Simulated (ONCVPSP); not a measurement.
Before and after: ONCV potential for calcium

* Element: Ca
* Generator: ONCVPSP 4.0.1
* Type: optimised norm-conserving Vanderbilt (ONCV)
* Functional: LDA (Perdew-Wang 92)
* Relativity: scalar-relativistic
* Frozen core: [Ne]
* Valence charge: 10
* Reference configuration: 3s2 3p6 4s2
* Partial waves: 3s+4s: rc 1.95 bohr, ncon 3, nbas 7, qcut 5.2 1/bohr, 2 projectors; 3p: rc 1.45 bohr, ncon 5, nbas 8, qcut 9.7 1/bohr, 2 projectors, debl 3.2 Ha; d scattering state at 0.07 Ha: rc 1.95 bohr, ncon 3, nbas 7, qcut 4.3 1/bohr, 3 projectors, debl 2 Ha
* Local potential: polynomial inside 1.20 bohr (lpopt 5, dvloc0 0 Ha)
* Core correction: none

In the d channel the program set the typed energies aside and used -0.078, 1.922, 3.922 Ha.

All-electron outer shells of the reference configuration (LDA (PZ), scalar-relativistic, ld1.x):

```csv
shell,level (eV),outermost node (bohr),outermost maximum (bohr)
3s,-46.82,0.45,0.99
3p,-27.98,0.42,1.04
4s,-3.87,1.43,3.33
```

Change: all radii scaled by about 0.90 (s 1.76, p 1.30, d 1.76 bohr); local potential polynomial inside 1.08 bohr (lpopt 5, dvloc0 0 Ha).

Cutoffs: the cutoffs (Ha) at which the residual kinetic energy of the hardest occupied pseudo-wave falls to 1 and 0.1 mHa per electron; they do not see the model core or the augmentation charge, which bear on the density cutoff. Errors are all-electron minus pseudo energies relative to the spin-unpolarised reference configuration.

Question: What does the change do?

Answer: The potential gets harder (28 Ha and 37 Ha → 30 Ha and 40 Ha); of the 4 tests that both files solve, the error grows in 0 and shrinks in 1 by more than 15 % and 0.3 meV (median size 1.5 → 1.3 meV); neither file shows a bound ghost. A smaller radius makes the pseudo-wave follow the all-electron one further in, where it bends more sharply, so more plane waves are needed.

```csv
quantity,base,changed
"cutoff, loose",28 Ha,30 Ha
"cutoff, tight",37 Ha,40 Ha
loose cutoff by channel,"s 5.4 Ha, p 28 Ha","s 8.9 Ha, p 30 Ha"
bound ghosts,none,none
GHOST(+) flags under 300 eV,none,none
"error for 3s2 3p6 4s1, meV [ΔE 6.46 eV]",-0.4,-0.4
"error for 3s2 3p6 4s0, meV [ΔE 18.40 eV]",-2.6,-2.3
"error for 3s2 3p6 4s1.5, meV [ΔE 2.56 eV]",-0.1,-0.1
"error for 3s2 3p6 3d0.5 4s1.5, meV [ΔE 1.02 eV]",+14,+10
```

Base: The cutoffs count occupied waves only; projector 3 of the d channel, the hardest unoccupied one, needs 83 Ha at the loose tolerance. Changed file: The cutoffs count occupied waves only; projector 3 of the d channel, the hardest unoccupied one, needs 96 Ha at the loose tolerance.
